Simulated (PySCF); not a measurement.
boron oxyfluoride anion (BFO), SMILES O=BF (connectivity only; charge and spin as stated), charge -1, multiplicity 2. The structure is a stationary point at PBE0-D3(BJ)/def2-TZVPD. The multiplicity is an assumed one; other spin states were not compared.

Calculation: PySCF with PBE0-D3(BJ)/def2-TZVPD.

Harmonic wavenumbers (cm⁻¹): 481, 862, 1679. Rotational constants (GHz): 233.7, 9.857, 9.458; symmetry number 1.

Task: Work out the zero-point energy and the ideal-gas rigid-rotor harmonic-oscillator thermochemistry at 298.15 K and 1 atm.

Result: ZPE = ½ Σ hcν = ½ × 3021 cm⁻¹ = 4.32 kcal/mol. H − E(el) = 6.88 kcal/mol. Entropy in cal/(mol K): translation 37.39, rotation 20.23, vibration 0.88, spin 1.38, total 59.87. G − E(el) = -10.97 kcal/mol. Cp = 9.84 cal/(mol K).
